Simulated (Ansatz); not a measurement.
Nudged elastic band run: ClGaH6OSi

Input:

```yaml
crystal:
  periodic: [false, false, false]
  atoms:
    - { symbol: Ga, position_ang: [-1.796, -0.522481, 0.137413] }
    - { symbol: Cl, position_ang: [-1.467363, -2.45942, 1.169269] }
    - { symbol: H, position_ang: [-2.021869, -0.656168, -1.399219] }
    - { symbol: H, position_ang: [-2.320983, 0.609411, 1.069643] }
    - { symbol: H, position_ang: [0.57691, -1.045609, 0.685616] }
    - { symbol: O, position_ang: [0.307848, -0.237738, 0.235112] }
    - { symbol: Si, position_ang: [1.460583, 0.856487, -0.356589] }
    - { symbol: H, position_ang: [2.331299, 1.275905, 0.757609] }
    - { symbol: H, position_ang: [2.25817, 0.201868, -1.410415] }
    - { symbol: H, position_ang: [0.671407, 1.977845, -0.888439] }
basis:
  gaussian: { orbitals: def2-SVP }
hamiltonian:
  xc: { name: BHLYP }
neb:
  order_check: false
  images: 5
  f_tol: 0.05
  max_iterations: 60
  max_displacement: 0.5
  optimiser: fire
  final_atoms:
    - { symbol: Ga, position_ang: [-1.68218725, -0.21687118, -0.10024042] }
    - { symbol: Cl, position_ang: [-0.82244997, -2.39695439, 1.38969641] }
    - { symbol: H, position_ang: [-2.08521411, -0.88650265, -1.44202217] }
    - { symbol: H, position_ang: [-2.54442387, 0.52831356, 0.95284642] }
    - { symbol: H, position_ang: [0.07011278, -1.49825249, 1.03607523] }
    - { symbol: O, position_ang: [0.12448616, 0.02396254, 0.11034031] }
    - { symbol: Si, position_ang: [1.426402, 0.9040573, -0.37580447] }
    - { symbol: H, position_ang: [2.42149588, 0.95580637, 0.71895865] }
    - { symbol: H, position_ang: [2.06725202, 0.29627533, -1.56658969] }
    - { symbol: H, position_ang: [1.02452836, 2.29026561, -0.72326027] }
  initial_path:
    images:
      - { positions_ang: [[-1.796, -0.522481, 0.137413], [-1.467363, -2.45942, 1.169269], [-2.021869, -0.656168, -1.399219], [-2.320983, 0.609411, 1.069643], [0.57691, -1.045609, 0.685616], [0.307848, -0.237738, 0.235112], [1.460583, 0.856487, -0.356589], [2.331299, 1.275905, 0.757609], [2.25817, 0.201868, -1.410415], [0.671407, 1.977845, -0.888439]] }
      - { positions_ang: [[-1.84703914, -0.49528863, 0.10905428], [-1.20757942, -2.42347918, 1.21705084], [-2.14625025, -0.71963275, -1.39023288], [-2.44516826, 0.56574997, 1.06207329], [0.46032205, -1.03924436, 0.66360183], [0.265709, -0.12914615, 0.16042379], [1.49746718, 0.86278796, -0.35440597], [2.33126121, 1.16591034, 0.80427185], [2.2568579, 0.16366241, -1.39950879], [0.83442174, 2.0487804, -0.87232824]] }
      - { positions_ang: [[-1.89807828, -0.46809626, 0.08069557], [-0.94779585, -2.38753836, 1.26483269], [-2.2706315, -0.78309751, -1.38124676], [-2.56935353, 0.52208894, 1.05450359], [0.3437341, -1.03287972, 0.64158766], [0.22357, -0.02055431, 0.08573557], [1.53435136, 0.86908892, -0.35222294], [2.33122342, 1.05591568, 0.8509347], [2.2555458, 0.12545682, -1.38860259], [0.99743648, 2.1197158, -0.85621747]] }
      - { positions_ang: [[-1.94911742, -0.4409039, 0.05233685], [-0.68801227, -2.35159754, 1.31261453], [-2.39501276, -0.84656226, -1.37226064], [-2.69353879, 0.47842791, 1.04693388], [0.22714615, -1.02651508, 0.61957348], [0.18143099, 0.08803754, 0.01104736], [1.57123554, 0.87538988, -0.35003992], [2.33118563, 0.94592103, 0.89759754], [2.25423371, 0.08725123, -1.37769638], [1.16045122, 2.19065121, -0.84010671]] }
      - { positions_ang: [[-1.8601407, -0.36622633, 0.00147776], [-0.73282484, -2.36671649, 1.33830849], [-2.29174654, -0.85987573, -1.39551449], [-2.64383382, 0.49505646, 1.0155714], [0.17480169, -1.18376089, 0.7584074], [0.16244938, 0.06667921, 0.04414501], [1.5229577, 0.88494569, -0.3586281], [2.36128904, 0.94921614, 0.83805125], [2.19190648, 0.15692593, -1.44066082], [1.1151436, 2.22385601, -0.8011579]] }
      - { positions_ang: [[-1.77116397, -0.29154875, -0.04938133], [-0.7776374, -2.38183544, 1.36400245], [-2.18848033, -0.87318919, -1.41876833], [-2.59412885, 0.51168501, 0.98420891], [0.12245724, -1.34100669, 0.89724131], [0.14346777, 0.04532088, 0.07724266], [1.47467985, 0.8945015, -0.36721629], [2.39139246, 0.95251126, 0.77850495], [2.12957925, 0.22660063, -1.50362525], [1.06983598, 2.25706081, -0.76220908]] }
      - { positions_ang: [[-1.68218725, -0.21687118, -0.10024042], [-0.82244997, -2.39695439, 1.38969641], [-2.08521411, -0.88650265, -1.44202217], [-2.54442387, 0.52831356, 0.95284642], [0.07011278, -1.49825249, 1.03607523], [0.12448616, 0.02396254, 0.11034031], [1.426402, 0.9040573, -0.37580447], [2.42149588, 0.95580637, 0.71895865], [2.06725202, 0.29627533, -1.56658969], [1.02452836, 2.29026561, -0.72326027]] }
```

Command:

```bash
$ ansatz run input.yaml --threads 2 --pin off --max-ram 3072MiB --backend cpu --events-out ev --progress --plain --runs-dir out
```

Output, in part (warnings, iteration lines, the closing report on the highest movable image, with atoms numbered from 0):

```
NEB end point (image 0): max|allowed force component| = 1.471e-2 eV/Å (the criterion of neb.relax_end_points is 1.000e-2)
NEB end point (image 6): max|allowed force component| = 1.429e-2 eV/Å (the criterion of neb.relax_end_points is 1.000e-2)
NEB iter   1: max|band force component| = 4.023e0 eV/Å  barrier→ = 1.4312 eV  barrier← = 0.4616 eV  Δτ_max = 0.0711 Å  (170 SCF iters)
NEB iter   2: max|band force component| = 2.458e0 eV/Å  barrier→ = 1.1985 eV  barrier← = 0.2290 eV  Δτ_max = 0.0406 Å  (135 SCF iters)
NEB iter   3: max|band force component| = 1.440e0 eV/Å  barrier→ = 1.0846 eV  barrier← = 0.1150 eV  Δτ_max = 0.0639 Å  (126 SCF iters)
NEB iter   4: max|band force component| = 1.983e0 eV/Å  barrier→ = 0.9993 eV  barrier← = 0.0298 eV  Δτ_max = 0.0084 Å  (126 SCF iters)
NEB iter   5: max|band force component| = 1.216e0 eV/Å  barrier→ = 0.9986 eV  barrier← = 0.0290 eV  Δτ_max = 0.0134 Å  (112 SCF iters)
NEB iter   6: max|band force component| = 9.668e-1 eV/Å  barrier→ = 0.9972 eV  barrier← = 0.0276 eV  Δτ_max = 0.0133 Å  (115 SCF iters)
NEB iter   7: max|band force component| = 8.955e-1 eV/Å  barrier→ = 0.9955 eV  barrier← = 0.0259 eV  Δτ_max = 0.0036 Å  (118 SCF iters)
NEB iter   8: max|band force component| = 8.373e-1 eV/Å  barrier→ = 0.9951 eV  barrier← = 0.0255 eV  Δτ_max = 0.0065 Å  (107 SCF iters)
NEB iter   9: max|band force component| = 8.189e-1 eV/Å  barrier→ = 0.9943 eV  barrier← = 0.0247 eV  Δτ_max = 0.0097 Å  (114 SCF iters)
NEB iter  10: max|band force component| = 7.881e-1 eV/Å  barrier→ = 0.9933 eV  barrier← = 0.0237 eV  Δτ_max = 0.0127 Å  (112 SCF iters)
NEB iter  11: max|band force component| = 7.426e-1 eV/Å  barrier→ = 0.9922 eV  barrier← = 0.0226 eV  Δτ_max = 0.0152 Å  (113 SCF iters)
NEB iter  12: max|band force component| = 6.812e-1 eV/Å  barrier→ = 0.9911 eV  barrier← = 0.0215 eV  Δτ_max = 0.0173 Å  (112 SCF iters)
NEB iter  13: max|band force component| = 6.055e-1 eV/Å  barrier→ = 0.9901 eV  barrier← = 0.0205 eV  Δτ_max = 0.0214 Å  (116 SCF iters)
NEB iter  14: max|band force component| = 5.114e-1 eV/Å  barrier→ = 0.9892 eV  barrier← = 0.0197 eV  Δτ_max = 0.0255 Å  (120 SCF iters)
NEB iter  15: max|band force component| = 5.088e-1 eV/Å  barrier→ = 0.9886 eV  barrier← = 0.0190 eV  Δτ_max = 0.0294 Å  (120 SCF iters)
NEB iter  16: max|band force component| = 3.327e-1 eV/Å  barrier→ = 0.9882 eV  barrier← = 0.0186 eV  CI = image 5  Δτ_max = 0.0337 Å  (121 SCF iters)
NEB iter  17: max|band force component| = 3.856e-1 eV/Å  barrier→ = 0.9879 eV  barrier← = 0.0184 eV  CI = image 5  Δτ_max = 0.0384 Å  (117 SCF iters)
NEB iter  18: max|band force component| = 3.589e-1 eV/Å  barrier→ = 0.9878 eV  barrier← = 0.0182 eV  CI = image 5  Δτ_max = 0.0042 Å  (115 SCF iters)
NEB iter  19: max|band force component| = 2.323e-1 eV/Å  barrier→ = 0.9876 eV  barrier← = 0.0181 eV  CI = image 5  Δτ_max = 0.0064 Å  (104 SCF iters)
NEB iter  20: max|band force component| = 3.710e-1 eV/Å  barrier→ = 0.9874 eV  barrier← = 0.0179 eV  CI = image 5  Δτ_max = 0.0084 Å  (105 SCF iters)
NEB iter  21: max|band force component| = 2.921e-1 eV/Å  barrier→ = 0.9873 eV  barrier← = 0.0177 eV  CI = image 5  Δτ_max = 0.0098 Å  (107 SCF iters)
NEB iter  22: max|band force component| = 1.904e-1 eV/Å  barrier→ = 0.9872 eV  barrier← = 0.0177 eV  CI = image 5  Δτ_max = 0.0112 Å  (115 SCF iters)
NEB iter  23: max|band force component| = 2.669e-1 eV/Å  barrier→ = 0.9873 eV  barrier← = 0.0178 eV  CI = image 5  Δτ_max = 0.0121 Å  (114 SCF iters)
NEB iter  24: max|band force component| = 1.228e-1 eV/Å  barrier→ = 0.9875 eV  barrier← = 0.0180 eV  CI = image 5  Δτ_max = 0.0014 Å  (108 SCF iters)
NEB iter  25: max|band force component| = 1.162e-1 eV/Å  barrier→ = 0.9875 eV  barrier← = 0.0180 eV  CI = image 5  Δτ_max = 0.0026 Å  (94 SCF iters)
NEB iter  26: max|band force component| = 1.026e-1 eV/Å  barrier→ = 0.9875 eV  barrier← = 0.0180 eV  CI = image 5  Δτ_max = 0.0036 Å  (98 SCF iters)
NEB iter  27: max|band force component| = 8.269e-2 eV/Å  barrier→ = 0.9876 eV  barrier← = 0.0180 eV  CI = image 5  Δτ_max = 0.0042 Å  (101 SCF iters)
NEB iter  28: max|band force component| = 7.055e-2 eV/Å  barrier→ = 0.9877 eV  barrier← = 0.0181 eV  CI = image 5  Δτ_max = 0.0045 Å  (107 SCF iters)
NEB iter  29: max|band force component| = 7.154e-2 eV/Å  barrier→ = 0.9878 eV  barrier← = 0.0182 eV  CI = image 5  Δτ_max = 0.0047 Å  (105 SCF iters)
NEB iter  30: max|band force component| = 8.764e-2 eV/Å  barrier→ = 0.9880 eV  barrier← = 0.0184 eV  CI = image 5  Δτ_max = 0.0058 Å  (104 SCF iters)
NEB iter  31: max|band force component| = 7.969e-2 eV/Å  barrier→ = 0.9882 eV  barrier← = 0.0187 eV  CI = image 5  Δτ_max = 0.0074 Å  (104 SCF iters)
NEB iter  32: max|band force component| = 5.880e-2 eV/Å  barrier→ = 0.9885 eV  barrier← = 0.0190 eV  CI = image 5  Δτ_max = 0.0095 Å  (110 SCF iters)
NEB iter  33: max|band force component| = 6.276e-2 eV/Å  barrier→ = 0.9889 eV  barrier← = 0.0193 eV  CI = image 5  Δτ_max = 0.0014 Å  (112 SCF iters)
NEB iter  34: max|band force component| = 6.077e-2 eV/Å  barrier→ = 0.9889 eV  barrier← = 0.0194 eV  CI = image 5  Δτ_max = 0.0028 Å  (92 SCF iters)
NEB iter  35: max|band force component| = 5.634e-2 eV/Å  barrier→ = 0.9890 eV  barrier← = 0.0195 eV  CI = image 5  Δτ_max = 0.0040 Å  (95 SCF iters)
NEB iter  36: max|band force component| = 5.018e-2 eV/Å  barrier→ = 0.9891 eV  barrier← = 0.0196 eV  CI = image 5  Δτ_max = 0.0051 Å  (95 SCF iters)
NEB iter  37: max|band force component| = 4.537e-2 eV/Å  barrier→ = 0.9893 eV  barrier← = 0.0198 eV  CI = image 5  Δτ_max = 0.0000 Å  (224 SCF iters)
Total energy: -74908.14168212 eV, -2752.8234322558 hartree
Atom 0 at    -1.743522    -0.259208    -0.051417 Å, force     0.012670     0.010504    -0.005579 eV/Å
Atom 1 at    -0.715796    -2.319076     1.305780 Å, force    -0.026539    -0.019012     0.005490 eV/Å
Atom 2 at    -2.185100    -0.889671    -1.398474 Å, force     0.013350     0.008046    -0.001050 eV/Å
Atom 3 at    -2.550185     0.499993     1.033884 Å, force     0.016160     0.011579    -0.008217 eV/Å
Atom 4 at     0.079585    -1.312686     0.844643 Å, force    -0.002682    -0.041851     0.027721 eV/Å
Atom 5 at     0.096472     0.014663     0.069896 Å, force     0.008745    -0.007314     0.004952 eV/Å
Atom 6 at     1.441204     0.871743    -0.357865 Å, force    -0.004442     0.004759    -0.002663 eV/Å
Atom 7 at     2.347050     0.959816     0.810743 Å, force     0.001940     0.017036    -0.012746 eV/Å
Atom 8 at     2.159222     0.195297    -1.463863 Å, force    -0.005740     0.015104    -0.005685 eV/Å
Atom 9 at     1.071072     2.239228    -0.793326 Å, force    -0.013462     0.001149    -0.002222 eV/Å
Dipole moment:    -0.006048     0.170928    -0.108591 e Å
```

It converged. The order of the stationary point at the top wasn't checked. The orbitals stay closed-shell, which can raise the energy where a bond breaks towards radicals; this wasn't checked here.

Final band (atoms are numbered from 1 in the order of the input):

| image | path coordinate (Å) | energy (kJ/mol) | H5–O6 (Å) | Cl2–H5 (Å) |
| --- | --- | --- | --- | --- |
| 0 | 0.00 | 0.0 | 0.96 | 2.53 |
| 1 | 0.34 | 1.1 | 0.97 | 2.40 |
| 2 | 0.67 | 4.3 | 0.97 | 2.27 |
| 3 | 1.01 | 15.4 | 0.99 | 2.00 |
| 4 | 1.37 | 69.1 | 1.15 | 1.65 |
| 5 | 1.72 | 95.5 | 1.54 | 1.36 |
| 6 | 2.14 | 93.5 | 1.78 | 1.32 |

The run took 3.3 min on 2 threads of AMD EPYC 9R45 96-Core Processor (Zen 5) (shared host), peak memory 0.3 GiB.
